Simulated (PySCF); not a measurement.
Dipole response of Cr(2+) (chromium, charge +2)

[Ar] 3d4, high-spin 5D determinant. All numbers are calculated (PySCF 2.14, the non-relativistic Hamiltonian (point nucleus), in aug-cc-pVTZ with one added diffuse shell each of s, p, d, f, g type (9s8p6d4f3g, 118 functions)). Coupled (time-dependent) response in atomic units; α is the mean over directions.

| method | mean α (bohr³) | α xx, yy, zz | C₆ (like pair) | S(−4) |
| --- | --- | --- | --- | --- |
| UHF | 3.592 | 3.385, 3.385, 4.006 | 10.68 | 6.515 |
| PBE | 4.569 | 4.278, 4.278, 5.152 | 13.67 | 14.34 |

S(−4) is the Cauchy moment in α(ω) = α(0) + S(−4) ω² + …

α(iu) at UHF:

| u (hartree) | α(iu) (bohr³) |
| --- | --- |
| 0 | 3.592 |
| 0.0500 | 3.576 |
| 0.100 | 3.529 |
| 0.200 | 3.363 |
| 0.300 | 3.145 |
| 0.500 | 2.696 |
| 0.750 | 2.235 |
| 1.00 | 1.882 |
| 1.50 | 1.381 |
| 2.00 | 1.048 |
| 3.00 | 0.6503 |
| 5.00 | 0.3142 |

A single London oscillator, α(iu) = α/(1 + u²/ω²), gives C₆ = (3/4) ω α². Matching the computed C₆ needs ω = 4 × 10.68 / (3 × 3.592²) = 1.10 hartree.

For an ion, C₆ is the dispersion term alone; charge-induced terms of lower order in 1/R come first.

The components differ because the open shell of this determinant is not spherical; for a pure term their mean is the scalar polarisability.
